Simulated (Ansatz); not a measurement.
`C=C[Te][GeH3]` + `C[SiH3]` → `C=C[Te][SiH2]C` + GeH₄  (formal exchange of groups at a Te–Ge bond)

Program: Ansatz. Geometries: PBE0-D4/def2-TZVP. ΔE: electronic, gas phase. CBS: MP2 limit from def2 TZ/QZ plus the TZ coupled-cluster correction, frozen cores. This one scheme is used for every species. DFT in def2-TZVPP. Elements past krypton have def2 core potentials. For Ge, Te outer-core shells are correlated without core-valence functions, which leaves a few kJ/mol of doubt a bond. Scalar relativity is left out up to krypton. One conformer a species, not always the lowest.

```
          level  ΔE (kJ/mol)
         PBE-D4         -1.3
       BHLYP-D4          3.9
CCSD/def2-TZVPP          2.8
 CCSD/CBS(def2)          1.1
```

Problem. What does CCSD(T)/CBS give? (An estimate is asked.)

Solution. Computed: -0.3 kJ/mol. The listed levels differ from it by -1.0, 4.2, 3.1, 1.4 kJ/mol.

Largest T1 diagnostic among the species: 0.012.

At CCSD(T), def2-SVP lies +3.9 kJ/mol from the extrapolated value and def2-TZVPP +1.6 kJ/mol. The D4 term adds −4.5 kJ/mol with B3LYP and −2.8 kJ/mol with PBE0; it sums over pairs of atoms, weighted by their polarisabilities, and B3LYP, whose exchange is more repulsive, gets the larger term. Leaving LDA and LC-ωPBE aside and taking each functional with its dispersion term where it has one, the values, not all of them listed here, spread over 8.9 kJ/mol, from B97M-V to B2PLYP. LDA lies −5.8 kJ/mol from PBE without D4.

CCSD(T)/CBS has its own doubt, a few kJ/mol and more with outer-core shells, so smaller differences from it don't rank the levels.

B3LYP here is the variant with VWN-RPA as its local correlation; programs differ in this.
